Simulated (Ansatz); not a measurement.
The inner images of a band of FH + H5NOSi (10 atoms, charge 0, multiplicity 1) are given out of order.

Level of theory: Ansatz 0.2.0, UKS PBE-D4/6-31G*.

Image 0:

```xyz
10
Properties=species:S:1:pos:R:3
Si -0.354 0.259 -0.118
O 0.750 -0.856 0.579
H -0.559 -0.063 -1.564
H -1.547 0.086 0.753
N 0.122 1.919 -0.094
H -0.125 -2.303 0.383
F -0.814 -2.870 0.019
H 1.599 -0.918 0.098
H 0.692 2.319 -0.838
H 0.237 2.427 0.783
```

Image 6:

```xyz
10
Properties=species:S:1:pos:R:3
Si -1.155 0.171 -0.528
O 1.313 -1.010 1.382
H -1.840 0.591 -1.790
H -2.077 0.088 0.644
N 0.095 1.306 -0.212
H 0.741 -1.460 0.722
F -0.611 -1.374 -0.759
H 2.198 -1.062 0.971
H 0.620 1.693 -0.997
H 0.715 1.057 0.568
```

Problem. Put them in order from the first end to the last, with their energies above the first end.
A.
```xyz
10
Properties=species:S:1:pos:R:3
Si -0.869 0.019 -0.409
O 0.926 -1.047 1.301
H -1.581 0.444 -1.655
H -1.762 -0.037 0.785
N 0.417 1.181 -0.307
H 0.595 -1.799 0.763
F -0.471 -1.540 -0.796
H 1.598 -0.659 0.700
H 0.394 1.942 -0.986
H 0.753 1.497 0.603
```
B.
```xyz
10
Properties=species:S:1:pos:R:3
Si -1.023 0.113 -0.494
O 1.148 -1.124 1.411
H -1.803 0.525 -1.702
H -1.850 -0.028 0.739
N 0.170 1.324 -0.268
H 0.611 -1.687 0.812
F -0.470 -1.406 -0.836
H 1.886 -0.872 0.821
H 0.575 1.840 -1.046
H 0.757 1.315 0.565
```
C.
```xyz
10
Properties=species:S:1:pos:R:3
Si -0.713 -0.063 -0.269
O 0.762 -0.966 1.089
H -1.232 0.226 -1.642
H -1.737 -0.013 0.817
N 0.432 1.277 -0.238
H 0.478 -1.777 0.568
F -0.588 -1.745 -0.639
H 1.574 -0.644 0.636
H 0.288 1.989 -0.957
H 0.736 1.717 0.636
```
D.
```xyz
10
Properties=species:S:1:pos:R:3
Si -0.430 0.181 -0.054
O 0.666 -0.857 0.763
H -0.736 -0.115 -1.488
H -1.648 0.097 0.808
N 0.416 1.690 -0.148
H -0.018 -2.238 0.219
F -0.731 -2.634 -0.306
H 1.584 -0.648 0.495
H 0.289 2.276 -0.972
H 0.608 2.247 0.684
```
E.
```xyz
10
Properties=species:S:1:pos:R:3
Si -0.570 -0.023 -0.139
O 0.683 -0.897 0.927
H -0.974 0.022 -1.584
H -1.722 -0.005 0.812
N 0.420 1.424 -0.193
H 0.222 -1.860 0.319
F -0.623 -2.032 -0.448
H 1.571 -0.618 0.614
H 0.265 2.078 -0.959
H 0.729 1.911 0.651
```

Solution. D (+0.05 eV), E (+0.51 eV), C (-0.08 eV), A (-0.49 eV), B (-0.56 eV).

The run took 2.6 min on 2 threads of Intel(R) Xeon(R) Platinum 8375C CPU @ 2.90GHz (Ice Lake), with other jobs on the host, peak memory 0.17 GiB.
